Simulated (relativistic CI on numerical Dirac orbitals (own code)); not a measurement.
Cu4+ in a cubic cluster: 2p photoemission with charge transfer

Computed with a charge-transfer multiplet model of a cubic metal-ligand cluster with up to 3 ligand holes, Slater and spin-orbit integrals from Dirac-Coulomb-Breit ions, Slater integrals scaled by 0.8. The ground state mixes d7 with configurations of k ligand holes L, whose averages lie at kΔ + k(k − 1)U_dd/2; a core hole lowers each added d electron by U_cd. 20 K, Lorentzian 0.6 eV and Gaussian 0.8 eV FWHM.

Atomic integrals in eV (Slater integrals scaled, ζ unscaled), ground: F2dd 11.838, F4dd 7.422, zeta_d 0.120; with the core hole: F2dd 13.125, F4dd 8.265, zeta_d 0.162, zeta_core 13.365, F2cd 8.072, G1cd 6.340, G3cd 3.612.

Cluster parameters (eV): U_dd = 8, U_cd = 9.7, 10Dq = 0.7, 10Dq(ligand) = 1.1, V(eg) = 1.7, V(t2g) = -0.92, final-state hopping factor = 0.8.

Weights, n_d and S are thermal averages at 20 K. Binding energies count from the first peak over 30 % of the highest in each spectrum, which can be another peak from case to case. The parameters are a model scan and need not match a compound or its usual spin state. Peaks in eV (height, largest 100): 0.0 (100), 4.4 (47), 9.5 (18), 15.6 (8), 20.6 (40), 22.1 (27), 26.4 (32), 29.5 (10), 38.2 (5).

(1) Which parameters give this spectrum?
A. Δ = 0.4 eV
B. Δ = -1.6 eV
C. Δ = 1.4 eV
D. Δ = -0.6 eV
E. Δ = -3.6 eV

Answers

(1) B. Δ = -1.6 eV; the ground state then has 7.88 d electrons and S = 0.63. The choice follows from running the model for each set and comparing peak positions and heights.
